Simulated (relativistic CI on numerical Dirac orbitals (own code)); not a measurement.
What each ingredient does to the levels of Mo XXXVIII

Base calculation: Dirac-Coulomb-Breit CI, separate exchange-only KLI orbitals for each configuration, model QED, unscaled Slater integrals.

Configurations in the expansion (outside the closed core 1s2): 2s2.2p, 2s.2p2, 2p3, 2p2.3s, 2p2.3p, 2p2.3d, 2s2.3s, 2s2.3p, 2s2.3d, 2s.2p.3s, 2s.2p.3p, 2s.2p.3d, 2s2.4s, 2s2.4p, 2s2.4d, 2s2.4f. Levels of other configurations are missing.

The lowest level and the first level of each name with at least 55 % of one term (blank where a level has no safe partner in the second run):

```
         Level  Base (eV)  Shift (eV)
2s2.2p 2P°_1/2       0.00        0.00
 2s.2p2 4P_1/2     110.89       +2.56
2s2.2p 2P°_3/2     119.49       -0.19
 2s.2p2 4P_3/2     198.63       +2.33
 2s.2p2 4P_5/2     222.14       +2.33
 2s.2p2 2D_3/2     261.55       +2.34
 2s.2p2 2P_1/2     267.05       +2.37
 2s.2p2 2D_5/2     337.75       +2.11
 2s.2p2 2S_1/2     392.88       +2.12
 2s.2p2 2P_3/2     394.30       +2.12
   2p3 2D°_5/2     501.03       +4.72
   2p3 2P°_1/2     530.58       +4.69
 2s2.3s 2S_1/2    2958.96       -0.72
2s2.3p 2P°_1/2    2999.79       +0.09
```

At this charge energies of transitions that change n are usually good to better than 1 %, and those within a shell (Δn = 0) to a few per cent.

Question: One thing was changed in a second run, which moved the levels as shown. Which?
A. P86 correlation estimate
B. configuration mixing switched off
C. Breit term removed
D. QED terms removed

Answer: D. QED terms removed. QED shifts follow the density of s (and p1/2) electrons at the nucleus, so configurations move by their count of such electrons; where none moves, the smaller shifts of p3/2 electrons and of j = l + 1/2 against j = l − 1/2 set the pattern.

LS names give the leading component of a level, which can be under half, so a name can repeat, a term be missing and a line seem to break the LS rules.
